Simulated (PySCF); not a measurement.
# One molecule, several mistakes: GeH6NOSi cation

Calculated results; nothing here was measured. The program is PySCF 2.14.0, an open-source quantum chemistry code, run on an isolated molecule that a program drew, which may never have been made. The molecule is GeH6NOSi cation (charge +1, singlet), drawn as the SMILES string `O[SiH+][NH][GeH3]`.

Each row is a Hartree-Fock (HF) and frozen-core CCSD(T) single point in the cc-pV(D+d)Z basis, meant for a local HF minimum. Run 1 is clean. Each other run has one planted mistake out of seven kinds, and not every kind appears here: one electron removed, one electron added, multiplicity raised by two, geometry at a saddle point, minimal basis STO-3G, one bond length entered in bohr, all coordinates scaled. The reference is restricted for singlets and unrestricted otherwise, and also for a bond in bohr. Adding or removing an electron swaps singlet and doublet. Electrons count all cores. HOMO and LUMO are orbital energies over both spins, the gradient is its largest component, and the lowest frequency (negative if imaginary) is given only where the gradient is small. Bond lengths are over the 9 bonds as drawn. T1 is the CCSD diagnostic: over 0.02 (restricted) or 0.045 (unrestricted) a single reference is doubtful. Germanium has the cc-pVDZ-PP basis, with a core potential (ECP10MDF) in place of its 10 inner electrons, and its 3s, 3p and 3d shells are frozen in CCSD(T).

Geometry of the clean run:
```xyz
10
GeH6NOSi cation, angstrom
O     1.4627    2.5517   -3.1234
Si    1.7219    1.2646   -2.2571
N     1.0084   -0.1769   -2.4630
Ge    1.2468   -1.8298   -1.4612
H     0.8923    2.7172   -3.8642
H     2.6957    1.4654   -1.2039
H     0.3358   -0.2685   -3.2106
H    -0.1239   -2.1327   -0.8915
H     1.7402   -2.8303   -2.4862
H     2.2823   -1.4438   -0.4196
```

| run | electrons | basis functions | <S^2> | HOMO (eV) | LUMO (eV) | gradient (hartree/bohr) | lowest frequency (cm^-1) | mean bond (Å) | longest bond (Å) | T1 | HF (hartree) | CCSD(T) (hartree) | mistake |
|---|---|---|---|---|---|---|---|---|---|---|---|---|---|
| 1 | 66 | 104 | 0.000 | -16.57 | -2.59 | 1.7e-05 | 96 | 1.4554 | 1.947 | 0.0144 | -714.95312 | -715.54452 | no fault |
| 2 | 66 | 104 | 0.873 | -13.74 | -3.31 | 6.3e-03 | - | 1.6051 | 2.863 | 0.0356 | -714.84749 | -715.42475 | one bond length entered in bohr |
| 3 | 66 | 104 | 0.000 | -16.14 | -2.95 | 4.2e-02 | - | 1.5427 | 2.064 | 0.0175 | -714.91908 | -715.52668 | all coordinates scaled |
| 4 | 66 | 104 | 2.038 | -10.71 | -6.28 | 1.3e-01 | - | 1.4554 | 1.947 | 0.0234 | -714.77154 | -715.33326 | multiplicity raised by two |
| 5 | 67 | 104 | 0.771 | -4.18 | 3.03 | 8.3e-02 | - | 1.4554 | 1.947 | 0.0136 | -715.07657 | -715.67809 | ? |
| 6 | 65 | 104 | 0.762 | -22.63 | -13.14 | 1.3e-01 | - | 1.4554 | 1.947 | 0.0500 | -714.40931 | -714.96963 | ? |

**Which mistake was planted in run 5, and what did it cost?**

It counts 67 electrons, one more than the clean run, at the same geometry and basis. So the mistake is: one electron added. Subtracting run 1 and multiplying by 627.51 kcal/mol a hartree, the energy moved by -77.5 kcal/mol in HF and -83.8 kcal/mol in CCSD(T).

**Which mistake was planted in run 6, and what did it cost?**

It counts 65 electrons, one fewer than the clean run, at the same geometry and basis. So the mistake is: one electron removed. Subtracting run 1 and multiplying by 627.51 kcal/mol a hartree, the energy moved by 341.2 kcal/mol in HF and 360.7 kcal/mol in CCSD(T).

Cautions from the logs. Run 6: T1 is over the limit, so its CCSD(T) energy is less reliable.
